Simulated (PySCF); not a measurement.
C3H8BP.
Atom-mapped SMILES: `[CH2:1]=[CH:2][CH2:3][BH:4][PH2:5]` (hydrogens: H6, H7 on C1; H8 on C2; H9, H10 on C3; H11 on B4; H12, H13 on P5)

Computed, not measured: TDDFT PBE0/def2-SVPD, vertical, gas phase, core orbitals frozen in the response in PySCF 2.14.0, density-fitted response routines. The structure is a single PBE0-D3(BJ)/def2-SVP conformer in the gas phase; no vibrational or solvent corrections. Torsions of this conformer, `[CH2:1]=[CH:2][CH2:3][BH:4][PH2:5]`: C1–C2–C3–B4 -111°, C2–C3–B4–P5 -6°, H–P5–B4–C3 43°, H–P5–B4–C3 147°.

```
state  λ (nm)  E (eV)      f  |μ| (D)  main configurations (H = HOMO, L = LUMO)
   S1   261.1    4.75  0.028     1.25                    H→L (78%), H-1→L (19%)
   S2   246.8    5.02  0.061     1.79                    H-1→L (76%), H→L (16%)
   S3   198.8    6.24  0.045     1.37                               H-2→L (89%)
   S4   196.2    6.32  0.017     0.85                H→L+1 (70%), H-1→L+1 (22%)
   S5   184.6    6.72  0.025     0.99                H→L+2 (78%), H-1→L+1 (16%)
   S6   184.2    6.73  0.027     1.02                               H-3→L (94%)
```

The lowest singlet comes at 261 nm (458 kJ/mol) in the ultraviolet; it is weak; its leading configuration is HOMO→LUMO (78%). The most intense listed level is S2 at 5.02 eV (247 nm, f = 0.061), 0.27 eV above S1. Löwdin shares by element: HOMO phosphorus 39%, carbon 24% or more, boron 14% (atoms not listed hold the other 23%); LUMO boron 45%, phosphorus 22%, carbon 12% or more, hydrogen 7% or more. Of the 6 states listed, 6 reach f = 0.01 and none stays under 0.0005. The listed states span 1.98 eV, and the widest gap between neighbours is 1.22 eV (S2 to S3). The oscillator strengths of these states sum to 0.203; summed over the whole spectrum of an exact calculation they would give the number of electrons, 46 (Thomas–Reiche–Kuhn). The window holds the lowest 6 singlets.

Hardware: one thread, Intel Xeon at 2.60 GHz (x86_64), no GPU, on a shared host. Cost: 16 s wall, 0.73 GiB resident at most.
